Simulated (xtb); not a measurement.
xtb input (GFN2-xTB):

```bash
xtb mol.xyz --gfn 2 --sp --chrg 0 --uhf 0
```
mol.xyz:
```
19

C     -2.15051529    -0.70918121     0.29098480
C     -1.87170548     0.75913227    -0.03077603
C     -0.43558243     1.15140417     0.32917867
C      0.57871723     0.23178405    -0.35043661
C      0.30350860    -1.23725288    -0.03016704
C     -1.13375546    -1.62583717    -0.38956698
S      2.31147556     0.71460805     0.00399976
H     -2.09819836    -0.85616435     1.37562076
H     -3.16526300    -0.97752610    -0.01236378
H     -2.03365905     0.93121711    -1.10070858
H     -2.57492357     1.40679805     0.49822063
H     -0.23616733     2.18824736     0.05498872
H     -0.29994487     1.08030437     1.41403277
H      0.50991705     0.37350519    -1.43399708
H      1.01967918    -1.87050386    -0.55560326
H      0.46688781    -1.39801051     1.04119909
H     -1.26182439    -1.56326361    -1.47597424
H     -1.31416309    -2.66783458    -0.11476052
H      2.26004756     0.49920674     1.33004835
```

End of the output:

```
         :::::::::::::::::::::::::::::::::::::::::::::::::::::
         ::                     SUMMARY                     ::
         :::::::::::::::::::::::::::::::::::::::::::::::::::::
         :: total energy             -22.232438195588 Eh    ::
         :: gradient norm              0.020530994798 Eh/a0 ::
         :: HOMO-LUMO gap              4.519163979161 eV    ::
         ::.................................................::
         :: SCC energy               -22.507860873735 Eh    ::
         :: -> isotropic ES            0.006160041166 Eh    ::
         :: -> anisotropic ES          0.003472149335 Eh    ::
         :: -> anisotropic XC          0.012815289799 Eh    ::
         :: -> dispersion             -0.014087542808 Eh    ::
         :: repulsion energy           0.275422678147 Eh    ::
         :: add. restraining           0.000000000000 Eh    ::
         :: total charge              -0.000000000000 e     ::
         :::::::::::::::::::::::::::::::::::::::::::::::::::::

           -------------------------------------------------
          |                Property Printout                |
           -------------------------------------------------

    * Orbital Energies and Occupations

         #    Occupation            Energy/Eh            Energy/eV
      -------------------------------------------------------------
         1        2.0000           -0.7065357             -19.2258
       ...           ...                  ...                  ...
         9        2.0000           -0.5145306             -14.0011
        10        2.0000           -0.5100499             -13.8792
        11        2.0000           -0.5020345             -13.6611
        12        2.0000           -0.4873322             -13.2610
        13        2.0000           -0.4849552             -13.1963
        14        2.0000           -0.4764470             -12.9648
        15        2.0000           -0.4643100             -12.6345
        16        2.0000           -0.4487329             -12.2106
        17        2.0000           -0.4480621             -12.1924
        18        2.0000           -0.4291142             -11.6768
        19        2.0000           -0.4285979             -11.6627
        20        2.0000           -0.4251055             -11.5677
        21        2.0000           -0.3670435              -9.9878 (HOMO)
        22                         -0.2009672              -5.4686 (LUMO)
        23                         -0.1188721              -3.2347
        24                         -0.0132943              -0.3618
        25                         -0.0089900              -0.2446
        26                          0.0013721               0.0373
        27                          0.0713241               1.9408
        28                          0.0788061               2.1444
        29                          0.0866934               2.3590
        30                          0.1000508               2.7225
        31                          0.1198258               3.2606
        32                          0.1214689               3.3053
       ...                                ...                  ...
        45                          0.5159663              14.0402
      -------------------------------------------------------------
                  HL-Gap            0.1660762 Eh            4.5192 eV
             Fermi-level           -0.2840053 Eh           -7.7282 eV

     #   Z          covCN         q      C6AA      α(0)
     1   6 C        3.802    -0.056    21.580     6.614
     2   6 C        3.803    -0.055    21.563     6.611
     3   6 C        3.826    -0.057    21.570     6.609
     4   6 C        3.846     0.042    19.839     6.336
     5   6 C        3.826    -0.057    21.570     6.609
     6   6 C        3.803    -0.055    21.563     6.611
     7  16 S        1.937    -0.298   153.964    20.884
     8   1 H        0.924     0.033     2.547     2.496
     9   1 H        0.924     0.031     2.567     2.506
    10   1 H        0.924     0.032     2.554     2.499
    11   1 H        0.924     0.034     2.532     2.488
    12   1 H        0.924     0.039     2.461     2.453
    13   1 H        0.924     0.034     2.536     2.491
    14   1 H        0.924     0.042     2.419     2.432
    15   1 H        0.924     0.039     2.461     2.453
    16   1 H        0.924     0.034     2.536     2.491
    17   1 H        0.924     0.032     2.554     2.499
    18   1 H        0.924     0.034     2.532     2.488
    19   1 H        0.922     0.151     1.384     1.840

 Mol. C6AA /au·bohr⁶  :       3431.117443
 Mol. C8AA /au·bohr⁸  :      89798.518911
 Mol. α(0) /au        :         89.409237

Wiberg/Mayer (AO) data.
largest (>0.10) Wiberg bond orders for each atom

 ---------------------------------------------------------------------------
     #   Z sym  total        # sym  WBO       # sym  WBO       # sym  WBO
 ---------------------------------------------------------------------------
     1   6 C    3.998 --     2 C    1.009     6 C    1.009     8 H    0.978
                             9 H    0.977
     2   6 C    3.997 --     1 C    1.009     3 C    1.001    10 H    0.978
                            11 H    0.976
     3   6 C    3.996 --     4 C    1.002     2 C    1.001    12 H    0.977
                            13 H    0.976
     4   6 C    3.971 --     3 C    1.002     5 C    1.002     7 S    0.973
                            14 H    0.963
     5   6 C    3.996 --     4 C    1.002     6 C    1.001    15 H    0.977
                            16 H    0.976
     6   6 C    3.997 --     1 C    1.009     5 C    1.001    17 H    0.978
                            18 H    0.976
     7  16 S    2.015 --     4 C    0.973    19 H    0.963
     8   1 H    0.999 --     1 C    0.978
     9   1 H    0.998 --     1 C    0.977
    10   1 H    0.999 --     2 C    0.978
    11   1 H    0.999 --     2 C    0.976
    12   1 H    0.998 --     3 C    0.977
    13   1 H    0.999 --     3 C    0.976
    14   1 H    0.998 --     4 C    0.963
    15   1 H    0.998 --     5 C    0.977
    16   1 H    0.999 --     5 C    0.976
    17   1 H    0.999 --     6 C    0.978
    18   1 H    0.999 --     6 C    0.976
    19   1 H    0.977 --     7 S    0.963
 ---------------------------------------------------------------------------

Topologies differ in total number of bonds
Note: The following floating-point exceptions are signalling: IEEE_UNDERFLOW_FLAG IEEE_DENORMAL
normal termination of xtb
Writing topology from bond orders to xtbtopo.mol

molecular dipole:
                 x           y           z       tot (Debye)
 q only:       -0.714      -0.264       0.287
   full:       -0.957      -0.347       0.338       2.726
molecular quadrupole (traceless):
                xx          xy          yy          xz          yz          zz
 q only:       -3.156      -1.821       1.011       2.189       0.605       2.145
  q+dip:       -6.793      -3.240       1.364       2.591       0.349       5.428
   full:       -5.948      -2.840       0.930       2.804       0.394       5.018

           -------------------------------------------------
          | TOTAL ENERGY              -22.232438195588 Eh   |
          | GRADIENT NORM               0.020530994798 Eh/α |
          | HOMO-LUMO GAP               4.519163979161 eV   |
           -------------------------------------------------

------------------------------------------------------------------------
------------------------------------------------------------------------
 total:
 SCF:
```
